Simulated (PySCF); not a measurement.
SSi, SMILES [Si]=S (connectivity only; charge and spin as stated), neutral, multiplicity 1. Atoms are numbered in the order given.

```xyz
2

Si     0.0000     0.0000    -1.0408
S      0.0000     0.0000     0.9107
```

Coordinates come from a PBE-D3(BJ)/def2-TZVPD optimisation.

Computed with r2SCAN/def2-TZVPD run with PySCF.

Isolated molecule, no solvent.

Q: Estimate the frontier levels, gap, dipole moment and polarisability. (Estimate from the structure and the level; the computed values follow.)

A: 
```yaml
highest_occupied_level: -7.20 eV
lowest_empty_level: -3.10 eV
orbital_gap: 4.10 eV
dipole_moment: 1.64 D
quadrupole, principal values (traceless, Buckingham form, about the centre of nuclear charge): -0.45, 0.22, 0.22 D·Å
mean_static_polarisability: 50.1 bohr³ (7.43 Å³)
polarisability_principal_values: 41.6, 41.6, 67.3 bohr³
```
